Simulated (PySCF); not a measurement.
## Radial density of Co²⁺ (cobalt, charge +2)

UHF, [Ar] 3d6 4p1, one real determinant (an excited configuration). Computed with PySCF 2.14 in x2c-QZVPPall, with scalar relativity by spin-free X2C-1e.

```tsv
r (bohr)	4πr²ρ (e/bohr)	4πr²(ρα − ρβ)
0.00119	0.3148	0.0000
0.00199	0.7975	-0.0001
0.00335	1.969	-0.0002
0.00564	4.649	-0.0004
0.00949	10.15	-0.0009
0.0160	19.40	-0.0016
0.0268	29.68	-0.0016
0.0452	32.16	0.0024
0.0759	25.91	0.0209
0.128	31.37	0.1118
0.215	34.39	0.6102
0.361	15.63	2.3563
0.608	18.19	4.3635
1.02	10.63	2.9141
1.72	1.701	0.8833
2.89	0.4470	0.4227
4.87	0.04889	0.0488
8.18	0.0002217	0.0002
```

Densities and radii are taken from the X2C orbitals without a picture-change correction, which distorts them close to the nucleus.

⟨L²⟩ = 8.01 against 12 for a pure F term, so this real determinant mixes terms.
